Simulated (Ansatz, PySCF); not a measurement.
CH$_{5}$AlSe, singlet, at a GFN2-xTB geometry (such geometries of metal compounds can be far from the true shape), with bond 8-7 at 1.8 times its length. Base run: CASSCF(4,3)/6-31G run with PySCF.

Input for PySCF:
```python
from pyscf import gto, scf, mcscf
import numpy

mol = gto.Mole()
mol.atom = '''
    Al    0.03162148   -0.66146479    1.02193501
    H    -1.24123341   -1.33780731    1.57306664
    C     1.79830464   -0.79970951    1.90140242
    H     1.76009954   -1.40617865    2.81294881
    H     2.19800090    0.18182988    2.18689304
    H     2.55362011   -1.25339300    1.24691682
    Se   -0.43127316    0.50372605   -0.93228761
    H    -2.90957375   -0.24788838   -0.72227914
'''
mol.basis = '6-31g'
mol.verbose = 4
mol.build()

mf = scf.RHF(mol)
mf.kernel()
mc = mcscf.CASSCF(mf, 3, 4)
mc.fix_spin_(ss=0.0)
mc.kernel()
occ = numpy.linalg.eigvalsh(mc.fcisolver.make_rdm1(mc.ci, mc.ncas, mc.nelecas))[::-1]
ss = mc.fcisolver.spin_square(mc.ci, mc.ncas, mc.nelecas)[0]
print('natural occupations', occ.round(4), ' <S^2>', round(ss, 4))
```

Programs used: Ansatz (a program for electronic structure), PySCF; a row that names a program was run with it.

Variants of this job, named by their change:

```json
[
 {"change": "base", "ΔE vs base (mEh)": "0.000", "natural occupations": "2.00 1.60 0.40", "<S^2> of the state": "0.00", "outcome": "converged"},
 {"change": "code = ansatz; correction = SC-NEVPT2, all electrons", "ΔE vs base (mEh)": "-363.2", "natural occupations": "-", "<S^2> of the state": "-", "outcome": "converged"},
 {"change": "active space = 2 electrons, 4 orbitals", "ΔE vs base (mEh)": "-0.061", "natural occupations": "1.61 0.39 0.00 0.00", "<S^2> of the state": "0.00", "outcome": "converged"},
 {"change": "active space = 10 electrons, 9 orbitals", "ΔE vs base (mEh)": "-34.582", "natural occupations": "2.00 1.98 1.98 1.98 1.62 0.38 0.03 0.02 0.01", "<S^2> of the state": "0.00", "outcome": "converged"},
 {"change": "correction = SC-NEVPT2", "ΔE vs base (mEh)": "-328.4", "natural occupations": "2.00 1.60 0.40", "<S^2> of the state": "0.00", "outcome": "converged"},
 {"change": "state_average = 2 states", "ΔE vs base (mEh)": "1.132", "natural occupations": "-", "<S^2> of the state": "-", "outcome": "converged"},
 {"change": "orbitals = fixed (CASCI); correction = SC-NEVPT2", "ΔE vs base (mEh)": "-325.5", "natural occupations": "2.00 1.70 0.30", "<S^2> of the state": "0.00", "outcome": "converged"},
 {"change": "active space = 6 electrons, 4 orbitals", "ΔE vs base (mEh)": "-", "natural occupations": "-", "<S^2> of the state": "-", "outcome": "not converged"},
 {"change": "orbitals = fixed (CASCI)", "ΔE vs base (mEh)": "23.661", "natural occupations": "2.00 1.70 0.30", "<S^2> of the state": "0.00", "outcome": "converged"},
 {"change": "start = MP2 natural orbitals", "ΔE vs base (mEh)": "-0.289", "natural occupations": "2.00 1.61 0.39", "<S^2> of the state": "0.00", "outcome": "converged"},
 {"change": "fix_spin_ = off", "ΔE vs base (mEh)": "0.000", "natural occupations": "2.00 1.60 0.40", "<S^2> of the state": "0.00", "outcome": "converged"}
]
```

Active orbitals are taken around the Fermi level unless the row says otherwise; CASSCF can end in different local minima, and two programs can end on different orbitals. State-averaged rows give the lowest state.
